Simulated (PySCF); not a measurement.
## NMR data sheet: C4H7FO2Si2

- Formula: C4H7FO2Si2
- SMILES: O=C1OCC=C1[SiH2][SiH2]F
- InChI: InChI=1S/C4H7FO2Si2/c5-9-8-3-1-2-7-4(3)6/h1H,2,8-9H2
- Point group of the computed structure: Cs
- Degrees of unsaturation: 3
- Carbon signals: 4
- Proton signals: 4

Molfile (atoms numbered from 1):
```
C4H7FO2Si2
     RDKit          3D

 16 16  0  0  0  0  0  0  0  0999 V2000
    0.3141   -1.8287    0.1517 O   0  0  0  0  0  0  0  0  0  0  0  0
   -0.5977   -1.0458    0.0258 C   0  0  0  0  0  0  0  0  0  0  0  0
   -1.8887   -1.4227   -0.0399 O   0  0  0  0  0  0  0  0  0  0  0  0
   -2.7036   -0.2761   -0.1854 C   0  0  0  0  0  0  0  0  0  0  0  0
   -1.7445    0.8711   -0.2023 C   0  0  0  0  0  0  0  0  0  0  0  0
   -0.4976    0.4181   -0.0772 C   0  0  0  0  0  0  0  0  0  0  0  0
    1.2261    1.1856   -0.0134 Si  0  0  0  0  0  4  0  0  0  0  0  0
    2.6447   -0.6235    0.2192 Si  0  0  0  0  0  4  0  0  0  0  0  0
    4.1197    0.0792    0.2668 F   0  0  0  0  0  0  0  0  0  0  0  0
   -3.2787   -0.3604   -1.1142 H   0  0  0  0  0  0  0  0  0  0  0  0
   -3.4063   -0.2277    0.6540 H   0  0  0  0  0  0  0  0  0  0  0  0
   -2.0754    1.8870   -0.3036 H   0  0  0  0  0  0  0  0  0  0  0  0
    1.3056    1.9964   -1.2402 H   0  0  0  0  0  0  0  0  0  0  0  0
    1.1447    2.1645    1.0841 H   0  0  0  0  0  0  0  0  0  0  0  0
    2.6319   -1.3120    1.5016 H   0  0  0  0  0  0  0  0  0  0  0  0
    2.7983   -1.4961   -0.9358 H   0  0  0  0  0  0  0  0  0  0  0  0
  1  2  2  0
  2  3  1  0
  3  4  1  0
  4  5  1  0
  5  6  2  0
  6  7  1  0
  7  8  1  0
  8  9  1  0
  6  2  1  0
  4 10  1  0
  4 11  1  0
  5 12  1  0
  7 13  1  0
  7 14  1  0
  8 15  1  0
  8 16  1  0
M  END
```

Theory: geometry from GFN2-xTB, NMR shieldings at PBE0/pcSseg-1/GIAO, in PySCF 2.14.0 with density-fitted response routines (no solvent, fast rotation and ring inversion assumed for equivalent nuclei, no relativistic terms, a single conformation).

Chemical shifts δ = σref − σ; TMS for 1H (σref 31.72) and 13C (σref 186.93) and 29Si (σref 349.16); 19F (σref 170.95) vs CFCl3; H2O for 17O (σref 336.08), all at this level.

| carbon | δC, type | δH (multiplicity) | HMBC from (2–3 bonds) | span of the C tensor (ppm) |
| --- | --- | --- | --- | --- |
| C2 | 186.7, C | – | H12, H10/H11, H13/H14 | 120 |
| C4 | 78.6, CH2 | 5.08 (m) | H12 | 57 |
| C5 | 170.1, CH | 7.78 (t) | H10/H11, H13/H14 | 255 |
| C6 | 139.0, C | – | H12, H15/H16, H10/H11, H13/H14 | 203 |

Other nuclei:
```json
{"atoms": "H15/H16", "nucleus": "1H", "environment": "hydrogen on a silicon bonded to F, Si", "δ (ppm)": "5.78", "σ (ppm)": "25.94"}
{"atoms": "H13/H14", "nucleus": "1H", "environment": "hydrogen on a silicon bonded to C, Si", "δ (ppm)": "4.36", "σ (ppm)": "27.36"}
{"atoms": "F9", "nucleus": "19F", "environment": "fluorine bonded to Si", "δ (ppm)": "-223.6", "σ (ppm)": "394.5"}
{"atoms": "Si8", "nucleus": "29Si", "environment": "silicon bonded to F, Si, 2 H", "δ (ppm)": "-11.7", "σ (ppm)": "360.9"}
{"atoms": "Si7", "nucleus": "29Si", "environment": "silicon bonded to C, Si, 2 H", "δ (ppm)": "-99.4", "σ (ppm)": "448.6"}
{"atoms": "O1", "nucleus": "17O", "environment": "ester carbonyl oxygen", "δ (ppm)": "390.9", "σ (ppm)": "-54.8"}
{"atoms": "O3", "nucleus": "17O", "environment": "ester alkoxy oxygen", "δ (ppm)": "216.5", "σ (ppm)": "119.6"}
```

1. Carbon types of the structure: 2 × C, 1 × CH, 1 × CH2, leaving 4 H on heteroatoms.
2. δC 186.7: ester carbonyl carbon; lone-pair donation from the attached heteroatom keeps it upfield of a ketone carbonyl.
3. δC 170.1: β carbon of a C=C–C=O unit; conjugation with the carbonyl draws π density from the β position.
4. δC 139.0: α carbon of a C=C–C=O unit; an sp2 carbon of a C=C bond.
5. δC 78.6: allylic sp3 CH2 bonded to O; pulled downfield by the heteroatom.
6. δH 7.78: hydrogen on a β carbon of a C=C–C=O unit; attached to an sp2 carbon and in the plane of the double bond.

Splittings by 19F in the carbon and heteronuclear signals aren't shown, as no couplings were computed. Shifts are as computed. Against solution values, carbons near 30 ppm lie about +3 ppm off and those near 130 ppm about +5 ppm. Of 1211 compounds with measured shifts, 218 miss one by over three times the rms of a fit or turn the order of signals round; such compounds aren't used in these exercises. Unscaled 19F shifts against computed CFCl3 carry errors that often reach 10 to 50 ppm. Unscaled 17O shifts of doubly bonded oxygen tend to come out too high, by tens of ppm or more. Experimental scales use liquid or dissolved standards, which lie at an offset from isolated H2O (liquid H2O: subtract about 36 ppm). No couplings were computed; multiplicities are counted from neighbouring protons, with m where these are inequivalent, close in shift, in a saturated or five-membered ring or joined by F or P, and br s for small geminal =CH2 splittings.
